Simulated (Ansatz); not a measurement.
Input for Ansatz (an electronic-structure program): U-B97M-V/def2-TZVPP on HfIn, 2S+1 = 4, a spin state set in the input, which need not be the lowest, a point of a bond scan (R = 2.851 Å). Elements past Kr take the def2 small-core potentials; no spin–orbit coupling.

Ansatz 0.2 input:
```yaml
crystal:
  periodic: [false, false, false]
  atoms:
    - {symbol: Hf, position_ang: [0.00000000, 0.00000000, 0.00000000]}
    - {symbol: In, position_ang: [0.00000000, 0.00000000, 2.85135900]}
basis:
  gaussian:
    orbitals: def2-TZVPP
    pivot_positions_ang: [[0.00000000, 0.00000000, 0.00000000], [0.00000000, 0.00000000, 2.85135900]]
hamiltonian:
  xc: {name: B97M-V}
magnetization: {spin_polarized: true, initial_magnetization: 3}
output: {forces: true, orbitals: {seedname: ./end}}
```

Problem. Give the final energy of this run.

Solution. -238.0224 hartree.

Problem. How many basis functions does it have, and what does it roughly cost on one machine?

Solution. 106 functions; about 3 core-minutes (a rough figure).
